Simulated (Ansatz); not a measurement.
Potential energy curve for Mg(F)2, SMILES [F][Mg][F]. The Mg1–F3 bond (Mg1 also carries F; F3 carries nothing else) is pulled apart rigidly from the PBE0/def2-TZVP optimised geometry.

Computed with restricted PBE/cc-pVDZ in Ansatz (a program for electronic structure).

The batch members p0 to p7 hold the bond at 1.44, 1.52, 1.62, 1.69, 1.75, 1.81, 1.87, 1.95 Å.

Ansatz input:

Ansatz 0.2 input:
```yaml
# input.yaml
basis:
  gaussian: { orbitals: cc-pvdz }
hamiltonian:
  xc: pbe
batch:
  members: [p0.yaml, p1.yaml, p2.yaml, p3.yaml, p4.yaml, p5.yaml, p6.yaml, p7.yaml]

# p4.yaml, one of the 8 members of this batch
crystal:
  periodic: [false, false, false]
  atoms:
    - { symbol: Mg, position_ang: [0.0, 0.0, 0.0] }
    - { symbol: F, position_ang: [-0.00082527, 0.00043466, -1.74527054] }
    - { symbol: F, position_ang: [0.0, 0.0, 1.75] }
total_charge: 0
magnetization:
  spin_polarized: false
```

Lines of the output on each member:

```
Member 0: Total energy: -10870.95859535 eV, -399.5003597787 hartree
Member 4: Total energy: -10872.99821953 eV, -399.5753145848 hartree
Member 1: Total energy: -10872.01286018 eV, -399.5391032965 hartree
Member 3: Total energy: -10872.93152822 eV, -399.5728637242 hartree
Member 2: Total energy: -10872.71214238 eV, -399.5648014436 hartree
Member 6: Total energy: -10872.90453483 eV, -399.5718717357 hartree
Member 5: Total energy: -10872.98232528 eV, -399.5747304819 hartree
Member 7: Total energy: -10872.73154880 eV, -399.5655146164 hartree
```

The restricted form behind RKS-PBE keeps the bonding electrons paired and can't separate into open-shell fragments.
